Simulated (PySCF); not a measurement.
29Si chemical shifts

Computed data (PySCF 2.14.0 with density-fitted response routines): PBE0/pcSseg-1 with gauge-including orbitals, geometry: GFN2-xTB. One conformer, gas phase, rapidly exchanging positions averaged, non-relativistic.

Shieldings were converted by a linear fit to measured shifts: 29Si (scatter 8.9 ppm rms, 25.8 ppm with the 6 outliers that the fit left out vs TMS, solution or neat liquid). Occasional misses reach two or three times the rms, and more in compound classes unlike the fitted ones.

Problem. Give the 29Si shifts of `C#C[SiH2]C1=CO/C1=C/Cl`, `CO[Si@](N)(O)C(C)C`, `CN[Si@@H]1C[SiH2][Si@H](S)N1`, `C[C@@H]1C=C(C(N)=O)C[SiH2]1`, `C[SiH2]C[C@H](CF)[SiH2]P`, `FCO[C@@H](F)CC[SiH3]`, `C=CCN[Si@@H]1C=CCO1`.

Solution. 
| compound | environment | δ (ppm) |
| --- | --- | --- |
| C#C[SiH2]C1=CO/C1=C/Cl | silicon bonded to 2 C, 2 H | -79.3 |
| CO[Si@](N)(O)C(C)C | silicon bonded to C, N, 2 O | -31.9 |
| [CH3:1][NH:2][Si@@H:3]1[CH2:4][SiH2:5][Si@H:6]([SH:7])[NH:8]1 | Si3: silicon bonded to C, 2 N, H, in a 5-membered ring | -16.5 |
| [CH3:1][NH:2][Si@@H:3]1[CH2:4][SiH2:5][Si@H:6]([SH:7])[NH:8]1 | Si6: silicon bonded to N, S, Si, H, in a 5-membered ring | -16.9 |
| [CH3:1][NH:2][Si@@H:3]1[CH2:4][SiH2:5][Si@H:6]([SH:7])[NH:8]1 | Si5: silicon bonded to C, Si, 2 H, in a 5-membered ring | -65.9 |
| C[C@@H]1C=C(C(N)=O)C[SiH2]1 | silicon bonded to 2 C, 2 H, in a 5-membered ring | -27.4 |
| [CH3:1][SiH2:2][CH2:3][C@H:4]([CH2:5][F:6])[SiH2:7][PH2:8] | Si2: silicon bonded to 2 C, 2 H | -43.5 |
| [CH3:1][SiH2:2][CH2:3][C@H:4]([CH2:5][F:6])[SiH2:7][PH2:8] | Si7: silicon bonded to C, P, 2 H | -43.8 |
| FCO[C@@H](F)CC[SiH3] | silicon bonded to C, 3 H | -67.5 |
| C=CCN[Si@@H]1C=CCO1 | silicon bonded to C, N, O, H, in a 5-membered ring | -9.8 |

Problem. Match the shifts -7.5, -35.2, -73.3 ppm to `C=C[Si@H](C#N)C=O`, `C[C@@H](O)[C@H]1[SiH2]C[C@H]1C#N`, `ClC1=C2C=CC=C2O[SiH2]1`.

Solution. -7.5: ClC1=C2C=CC=C2O[SiH2]1 (silicon bonded to C, O, 2 H, in a 5-membered ring); -35.2: C[C@@H](O)[C@H]1[SiH2]C[C@H]1C#N (silicon bonded to 2 C, 2 H, in a 4-membered ring); -73.3: C=C[Si@H](C#N)C=O (silicon bonded to 3 C, H).
